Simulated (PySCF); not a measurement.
## Tin: a sound run and one with changed settings

Sound run: Sn [Kr] 4d10 5s2 5p2, Sn⁺ [Kr] 4d10 5s2 5p1. All numbers are calculated (PySCF 2.14, scalar relativity through the core potential, in cc-pVTZ-PP with ECP28MDF (5s4p3d1f, 39 functions)). The sound run starts from symmetry-adapted Hartree-Fock orbitals and uses a fine grid where one is needed.

Changed run: basis STO-3G, all-electron and non-relativistic. This setting is unsound on purpose.

```tsv
species	method	sound run (hartree)	changed run (hartree)	converged
Sn	UHF	-213.34024	-5963.20613	yes
Sn	M06-2X	-214.19481	-5965.38848	yes
Sn	r2SCAN	-214.33058	-5965.36109	yes
Sn⁺	UHF	-213.08826	-5963.08043	yes
Sn⁺	M06-2X	-213.93058	-5965.23236	yes
Sn⁺	r2SCAN	-214.05833	-5965.20303	yes
```

Ionisation energy of Sn:

```csv
method,sound run (eV),changed run (eV)
UHF,6.857,3.421
M06-2X,7.190,4.248
r2SCAN,7.409,4.301
```

A minimal basis cannot let orbitals breathe on ionisation and holds almost no correlation. The Hamiltonian changed with the basis, so the totals do not compare.

For comparison, NIST gives 7.344 eV between the lowest levels.
